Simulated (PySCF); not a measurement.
Can point charges reproduce the dipole moment of `O[Si@@](NC=O)(N)OC`?

Coordinates (GFN2-xTB, Å) and charges (e) from the PBE0/pcSseg-1 density (PySCF):

| atom | x | y | z | Mulliken | IAO | Hirshfeld | ESP-fitted |
| --- | --- | --- | --- | --- | --- | --- | --- |
| C1 | 2.017 | 0.511 | 0.714 | -0.0263 | -0.2020 | -0.0356 | -0.0550 |
| O2 | 1.406 | 0.039 | -0.463 | -0.6372 | -0.6487 | -0.2371 | -0.5158 |
| Si3 | -0.082 | -0.545 | -0.676 | +1.2583 | +1.5821 | +0.5296 | +1.2988 |
| N4 | -0.432 | -1.813 | 0.437 | -0.6376 | -0.8677 | -0.3292 | -1.1318 |
| O5 | -0.206 | -1.038 | -2.213 | -0.5488 | -0.7952 | -0.3114 | -0.7623 |
| N6 | -1.294 | 0.747 | -0.690 | -0.6063 | -0.6271 | -0.2044 | -0.7845 |
| C7 | -1.595 | 1.414 | 0.429 | +0.3979 | +0.3210 | +0.1370 | +0.5725 |
| O8 | -1.072 | 1.197 | 1.499 | -0.4673 | -0.5018 | -0.2724 | -0.5677 |
| H9 | 1.285 | 0.964 | 1.381 | +0.1277 | +0.1479 | +0.0324 | +0.1114 |
| H10 | 2.763 | 1.252 | 0.426 | +0.1116 | +0.1496 | +0.0469 | +0.0929 |
| H11 | 2.508 | -0.318 | 1.227 | +0.1012 | +0.1357 | +0.0417 | +0.0763 |
| H12 | -0.362 | -1.584 | 1.417 | +0.1997 | +0.2744 | +0.1154 | +0.4252 |
| H13 | -1.257 | -2.370 | 0.284 | +0.1915 | +0.2686 | +0.1198 | +0.4059 |
| H14 | 0.463 | -1.627 | -2.549 | +0.2526 | +0.3734 | +0.1829 | +0.4425 |
| H15 | -1.775 | 0.990 | -1.540 | +0.2071 | +0.2851 | +0.1369 | +0.3749 |
| H16 | -2.373 | 2.191 | 0.307 | +0.0758 | +0.1047 | +0.0474 | +0.0166 |

Task: Form Σ q r in debye for every column and set it beside the full dipole.

Result: The full density gives (-0.79, -0.60, -1.25) D, 1.60 D in size; dipole vectors point from the negative to the positive end.

| scheme | μx | μy | μz | size (D) | share of the full size (%) | angle to the full dipole (°) |
| --- | --- | --- | --- | --- | --- | --- |
| Mulliken | -0.15 | -0.13 | -0.02 | 0.20 | 12 | 45 |
| IAO | -0.71 | -0.42 | -0.84 | 1.18 | 74 | 8 |
| Hirshfeld | -0.44 | -0.62 | -1.37 | 1.57 | 99 | 14 |
| ESP-fitted | -0.77 | -0.56 | -1.18 | 1.52 | 95 | 1 |

Task: Which set comes closest?

Result: Length of the difference vector: ESP-fitted 0.08 D, Hirshfeld 0.37 D, IAO 0.46 D, Mulliken 1.46 D. Closest: ESP-fitted. 

Task: What is left for the Hirshfeld atoms' own dipoles?

Result: The Hirshfeld atoms' densities add up to the full density, so μ = Σ q r + Σ (atomic dipoles). The atomic dipoles sum to (-0.79, -0.60, -1.25) − (-0.44, -0.62, -1.37) = (-0.35, 0.02, 0.12) D, 0.37 D in size.

Task: With the origin at the mean of the coordinates, (0.000, 0.001, -0.001) Å, which are the largest single terms, by size, of the IAO dipole along the direction of the full one?

Result: O5 -8.49, Si3 +5.88, H14 +4.26, N6 -2.72, O8 +2.63 D; all 16 atoms together +1.17 D. The single terms depend on the origin, their sum doesn't.

Task: Give the size of the full dipole in other units.

Result: 1.60 D = 0.628 au = 0.332 e·Å = 5.32 × 10⁻³⁰ C·m.

One conformer (not necessarily the lowest) at the GFN2-xTB geometry, without solvent, vibrations or thermal averaging.
